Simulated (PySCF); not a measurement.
## Electric field gradients and quadrupole coupling constants

Species: C4H6OSi.
Geometry (GFN2-xTB, Å), atoms numbered from 1 in this order:
```xyz
12
C4H6OSi angstrom
C      2.761    0.178    0.056
C      1.355   -0.149    0.068
C      0.180   -0.420    0.081
Si    -1.614   -0.837    0.078
C     -2.511    0.838    0.364
O     -3.400    1.262   -0.330
H      3.315   -0.585   -0.492
H      3.141    0.227    1.076
H      2.915    1.142   -0.427
H     -1.932   -1.692    1.227
H     -2.035   -1.407   -1.200
H     -2.176    1.443    1.237
```

Field gradients from the PBE0/pcSseg-1 density (PySCF, non-relativistic), principal values in atomic units, ordered |Vxx| ≤ |Vyy| ≤ |Vzz|:

| atom | Vxx | Vyy | Vzz |
| --- | --- | --- | --- |
| O6 | 0.3703 | 1.8579 | -2.2282 |

Problem. Find the asymmetry η = (Vxx − Vyy)/Vzz and the couplings χ = eQV/h (234.96 MHz × Q in barn × V in au), with Q(17O) = −0.0256 b.

Solution. 
```tsv
atom	environment	nucleus	η	χzz (MHz)	χxx (MHz)	χyy (MHz)
O6	carbonyl oxygen	17O	0.67	13.40	-2.23	-11.18
```

The tensor is traceless: Vxx + Vyy + Vzz = 0.

Problem. What is Vzz at O6 in SI units (1 au = 9.71736 × 10²¹ V/m²)?

Solution. -2.2282 au = -21.652 × 10²¹ V/m².

Problem. What couplings would deuterons (Q(2H) = 0.00286 b) have in place of the hydrogens, at this geometry?

Solution. 
```csv
atom,bonded to,bond length (Å),Vzz (au),η,χzz (kHz)
H7,C1,1.090,0.3076,0.03,207
H8,C1,1.090,0.3076,0.03,207
H9,C1,1.090,0.3073,0.03,207
H10,Si4,1.467,0.1577,0.01,106
H11,Si4,1.460,0.1624,0.01,109
H12,C5,1.114,0.2611,0.01,175
```

Isolated species at its GFN2-xTB geometry (one conformer only). GFN2-xTB bond lengths can be off by several hundredths of an ångström, more for odd bonds, and the gradients follow them. These gradients aren't converged with respect to the basis.

These values come from a run that also computed NMR shieldings. On one thread, Arm Neoverse V1, on a shared host, this took 15 s of wall time.
